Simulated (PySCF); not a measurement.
Compound: C₆H₁₀NO (doublet state).
Numbering: `[CH3:1][CH2:2][C:3]1=[C:4]([CH3:5])[O:6][NH:7][CH:8]1` (hydrogens: H9, H10, H11 on C1; H12, H13 on C2; H14, H15, H16 on C5; H17 on N7; H18 on C8)

Cartesian coordinates in Å at the GFN2-xTB level; atoms count from 1:
```
atom  x, y, z in Å
C1     2.179   -0.440    0.277
C2     1.203   -0.098   -0.849
C3    -0.053    0.496   -0.303
C4    -1.145   -0.197    0.186
C5    -1.459   -1.638    0.304
O6    -2.106    0.703    0.644
N7    -1.559    1.999    0.501
C8    -0.328    1.845   -0.158
H9     2.439    0.458    0.833
H10    3.090   -0.874   -0.129
H11    1.729   -1.152    0.964
H12    1.669    0.616   -1.530
H13    0.967   -1.004   -1.411
H14   -0.882   -2.204   -0.423
H15   -1.224   -2.017    1.302
H16   -2.522   -1.798    0.129
H17   -2.254    2.604    0.063
H18    0.247    2.709   -0.411
```

The hyperfine couplings belong to this conformer and change with its torsions.

Computed, not measured: UKS B3LYP, pcH-1 on C H N O, non-relativistic, mean-field spin-orbit, GIAO (PySCF 2.14.0). One conformer (not necessarily the lowest) at the GFN2-xTB geometry, without solvent, vibrations or thermal averaging. A GFN2-xTB geometry isn't a minimum of the functional, and hyperfine couplings can be far from their values at a DFT geometry. The SCF solution wasn't tested for stability.

Problem. Give the principal g shifts and their parts.

Solution. 
```tsv
Δg (ppm)	1	2	3
relativistic mass correction	-210	-210	-210
gauge correction	-7	31	33
orbital Zeeman/spin–orbit	-64	1707	2332
total	-281	1528	2154
```

So g = 2.00204, 2.00385, 2.00447 and g_iso = 2.00345; the tensor is rhombic: the two nearest values differ by 26 % of g3 − g1. Axes: g2 points within 13° of the N7–C8 bond and g3 points within 12° of the C4–C5 bond.

Problem. What are the electron Larmor frequencies g μB B/h along the three axes at 350 mT?

Solution. 9.8074, 9.8162, 9.8193 GHz for g1, g2 and g3, a range of 11.9 MHz.

Problem. What effective moment and Curie constant follow for a powder?

Solution. With the mean of g² = 4.0138 and S(S+1) = 0.75: μ_eff = √(⟨g²⟩S(S+1)) = 1.735 μB and χT = 0.12505·⟨g²⟩·S(S+1) = 0.376 cm³ K/mol (cgs; spin-Hamiltonian part alone).

Problem. In a frozen sample, at which fields do the three g values resonate at 9.5, 34, 94 and 263 GHz (hyperfine left aside), and which band first spreads them over more than twice a line width of 1.0 mT?

Solution. 
| band | GHz | B(g3) mT | B(g2) mT | B(g1) mT | spread mT |
| --- | --- | --- | --- | --- | --- |
| X | 9.5 | 338.62 | 338.73 | 339.03 | 0.41 |
| Q | 34.0 | 1211.90 | 1212.28 | 1213.37 | 1.47 |
| W | 94.0 | 3350.55 | 3351.60 | 3354.62 | 4.08 |
| J | 263.0 | 9374.41 | 9377.34 | 9385.81 | 11.40 |

The spread grows in proportion to the frequency. W band is the first where it exceeds 2.0 mT.

Largest spin populations (Mulliken): C8 (+0.50), C4 (+0.44), C3 (-0.19) and N7 (+0.11). The angles at C8 add up to 359.9°, so it is planar.

The HOMO–LUMO gaps are 4.18 eV among the α and 6.04 eV among the β orbitals.
